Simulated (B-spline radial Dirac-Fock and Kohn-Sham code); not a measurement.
Level of theory: Dirac-Hartree-Slater photoionisation with all multipoles and Dirac-Fock thresholds; a radial B-spline solver. Kinetic energies are from the vacuum level. Open shells are spread statistically over j, without multiplet splitting. Without correlation, outer binding energies are uncertain by a few eV, most for open f shells.

Question: A free atom or ion in its tabulated ground configuration is ionised with Al Kα (taken as 1486.9 eV) photons and gives these photoelectron lines. Identify it and assign the lines.

| kinetic energy (eV) | relative cross section |
| --- | --- |
| 891.4 | 19.8 |
| 992.0 | 22.7 |
| 1054.9 | 55.1 |
| 1220.2 | 69.2 |
| 1231.7 | 100.0 |
| 1387.4 | 3.9 |
| 1418.9 | 3.7 |
| 1427.7 | 8.1 |
| 1438.7 | 40.0 |
| 1440.5 | 50.7 |
| 1464.2 | 1.4 |
| 1464.8 | 2.0 |

Answer: Ta²⁺, [Xe] 4f14 5d3. Binding energies are hν less the kinetic energy: 4s 595.5 eV, 4p1/2 494.9 eV, 4p3/2 432.0 eV, 4d3/2 266.7 eV, 4d5/2 255.2 eV, 5s 99.54 eV, 5p1/2 67.97 eV, 5p3/2 59.18 eV, 4f5/2 48.23 eV, 4f7/2 46.35 eV, 5d3/2 22.67 eV, 5d5/2 22.11 eV.

Question: A free atom or ion in its tabulated ground configuration is ionised with 3150 eV photons and gives these photoelectron lines. Identify it and assign the lines.

| kinetic energy (eV) | relative cross section |
| --- | --- |
| 1771.4 | 62.3 |
| 1932.8 | 53.0 |
| 1959.9 | 100.0 |
| 2917.8 | 9.9 |
| 2971.3 | 6.2 |
| 2975.0 | 11.6 |
| 3063.8 | 1.0 |
| 3064.4 | 1.5 |

Answer: Ga⁴⁺, [Ar] 3d9. Binding energies are hν less the kinetic energy: 2s 1378.6 eV, 2p1/2 1217.2 eV, 2p3/2 1190.1 eV, 3s 232.2 eV, 3p1/2 178.7 eV, 3p3/2 175.0 eV, 3d3/2 86.19 eV, 3d5/2 85.64 eV.

Question: A free atom or ion in its tabulated ground configuration is ionised with 2000 eV photons and gives these photoelectron lines. Identify it and assign the lines.

```
kinetic energy (eV)  relative cross section
              293.8                   100.0
             1767.5                     6.0
             1805.4                    0.78
             1806.0                     1.5
```

Answer: Al⁵⁺, [He] 2s2 2p4. Binding energies are hν less the kinetic energy: 1s 1706.2 eV, 2s 232.5 eV, 2p1/2 194.6 eV, 2p3/2 194.0 eV.

Question: A free atom or ion in its tabulated ground configuration is ionised with 3490 eV photons and gives these photoelectron lines. Identify it and assign the lines.

```tsv
kinetic energy (eV)	relative cross section
2898.0	100.0
2999.7	35.8
3005.3	68.5
3397.7	13.6
3426.9	4.1
3427.6	7.8
3464.5	0.032
3464.5	0.047
```

Answer: Ti²⁺, [Ar] 3d2. Binding energies are hν less the kinetic energy: 2s 592.0 eV, 2p1/2 490.3 eV, 2p3/2 484.7 eV, 3s 92.33 eV, 3p1/2 63.05 eV, 3p3/2 62.40 eV, 3d3/2 25.54 eV, 3d5/2 25.50 eV.

Values without a named source are computed, but for edge energies of neutral atoms, which are taken from tables.
